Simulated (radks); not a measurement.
The nuclear charge of neutral titanium is varied continuously with 22 electrons held in [Ar] 3d2 4s2. All-electron calculation, non-relativistic Kohn-Sham, TPSS, spin-polarised, spherical densities, point nucleus; open shells are filled with parallel spins first; meta-GGA in the generalised Kohn-Sham scheme. Program: a radial shooting solver on a logarithmic mesh with Libxc functionals. By the Hellmann-Feynman theorem dE/dZ = E(electron-nucleus)/Z, the electronic potential at the nucleus.

Z	E (hartree)	E(electron-nucleus)/Z (hartree)	HOMO	e(HOMO) (eV)	<r> HOMO (bohr)
21.8	-831.17609	-90.3521	4s	-2.860	3.857
22	-849.35430	-91.4292	4s	-4.130	3.651
22.2	-867.74750	-92.5023	4s	-5.519	3.473
22.4	-886.35500	-93.5723	4s	-7.018	3.316
22.6	-905.17626	-94.6399	4s	-8.622	3.177
22.8	-924.21084	-95.7055	4s	-10.326	3.053
23	-943.45836	-96.7694	4s	-12.124	2.942

The central difference of E at Z = 22 is -91.429 hartree, to compare with the third column; the second derivative is -5.37 hartree.
